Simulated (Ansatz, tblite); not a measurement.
Removing an electron: Ge3H5⁻ (the lowest singlet isomer of a short search). Charge -1, multiplicity 1. Geometry: PBE-D4/def2-SVPD. Ansatz, gas phase; energy differences of separate SCF runs; the oxidised species was run as a doublet alone.

```xyz
8

Ge   -0.088    2.290   -0.215
Ge    0.261   -2.036   -1.050
Ge   -0.400   -0.071    0.193
H    -1.958   -0.251    0.482
H     1.440    2.485    0.201
H     1.813   -2.129   -0.688
H    -0.293   -3.140   -0.037
H    -0.776    2.851    1.114
```

The xTB rows come from tblite. The structure comes from a short search, and lower isomers may exist.

```tsv
level	−HOMO (eV)	vertical IE (eV)	−LUMO (eV)	HOMO–LUMO gap (eV)	remarks
GFN2-xTB	3.81	6.56	2.41	1.40	–
PBE-D4/def2-TZVPD	0.51	2.74	-1.07	1.58	restricted SCF unstable in HF (-1 singlet)
r2SCAN-D4/def2-TZVPD	0.69	2.72	-1.06	1.74	restricted SCF unstable in HF (-1 singlet), spin-contaminated (⟨S²⟩ 0.87) (doublet)
PBE0-D4/def2-TZVPD	1.23	2.71	-1.59	2.82	restricted SCF unstable in HF (-1 singlet), spin-contaminated (⟨S²⟩ 0.88) (doublet)
```

  Raw xTB energy differences between charge states are shifted by several eV; the methods need an empirical correction for them.
